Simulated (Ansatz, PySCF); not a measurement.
Barrier from R1 to the saddle point P1, each structure at its B3LYP-D3(BJ)/def2-TZVP stationary point, reached from a drawn start; harmonic modes at that level show the others as minima.
R1, F3Si (SMILES F[Si](F)F) (charge 0, multiplicity 2):
```xyz
4

Si     0.000     0.000     0.427
F      1.483     0.000    -0.142
F     -0.742     1.284    -0.142
F     -0.742    -1.284    -0.142
```
P1, F3Si, a first-order saddle point (one imaginary mode, 700i cm⁻¹) (charge 0, multiplicity 2, Z-matrix in Å and degrees):
```
Si
F 1 1.6054
F 1 1.6054 2 120.00
F 1 1.6054 2 120.00 3 180.00
```

P less R. No zero-point or thermal terms; open shells are unrestricted. No path was followed down from the saddle.

Correlated levels freeze the cores. CBS(a, b) extrapolates the correlation energy as X⁻³ and adds the Hartree–Fock energy of set b.

Run with Ansatz (an electronic-structure program) with Gaussian orbitals; PySCF for the D3/D4 terms. All values are computed, each at the level named.

The comparison value is 161.6 kJ/mol (CCSD(T)/CBS(cc-pV(T+d)Z, cc-pV(Q+d)Z)). It is a level with limits of its own, not the exact answer.

Task: Order these levels by how close they come to the comparison value for the barrier height, closest first: revPBE-D4/def2-TZVPP, B2PLYP/def2-TZVPP, CAM-B3LYP/def2-TZVPP, PBE0-D3(BJ)/def2-TZVPP, BHLYP/def2-TZVPP. Give each level's value less the comparison value.

Result: BHLYP/def2-TZVPP (5.3 kJ/mol), B2PLYP/def2-TZVPP (-13.3 kJ/mol), CAM-B3LYP/def2-TZVPP (-14.9 kJ/mol), PBE0-D3(BJ)/def2-TZVPP (-16.3 kJ/mol), revPBE-D4/def2-TZVPP (-40.5 kJ/mol)
